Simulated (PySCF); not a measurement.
**Relaxation of singlet SnH₂**

These are results of PBE0/[Sn def2-TZVP with ECP28, H def2-TZVP], scalar-relativistic core potentials, density fitting, no spin–orbit coupling, PySCF, not measurements. A (50,194) grid was used.

A hand-made bent start, of C2v symmetry, held to at least that symmetry:

Coordinates in bohr (charge 0 multiplicity 1):
```
Sn    0.0000    0.0000   -0.0308
H     2.6624    0.0000    1.8336
H    -2.6624    0.0000    1.8336
```

Optimiser trace:
```json
{"step": "0", "E − E(last) (kJ/mol)": "22.07", "largest gradient (Eh/bohr)": "0.03472"}
{"step": "1", "E − E(last) (kJ/mol)": "1.09", "largest gradient (Eh/bohr)": "0.00559"}
{"step": "2", "E − E(last) (kJ/mol)": "0.07", "largest gradient (Eh/bohr)": "0.00236"}
{"step": "3", "E − E(last) (kJ/mol)": "0.02", "largest gradient (Eh/bohr)": "0.00087"}
{"step": "4", "E − E(last) (kJ/mol)": "0.00", "largest gradient (Eh/bohr)": "0.00004"}
```

It ends at C2v with Sn–H 1.773 Å (×2); H–Sn–H 90.6°. A frequency run shows a minimum. Other isomers or separated fragments may lie lower.

Final geometry:
```xyz
3
charge 0 multiplicity 1, angstrom
Sn    0.0000    0.0000   -0.0206
H     1.2598    0.0000    1.2263
H    -1.2598    0.0000    1.2263
```
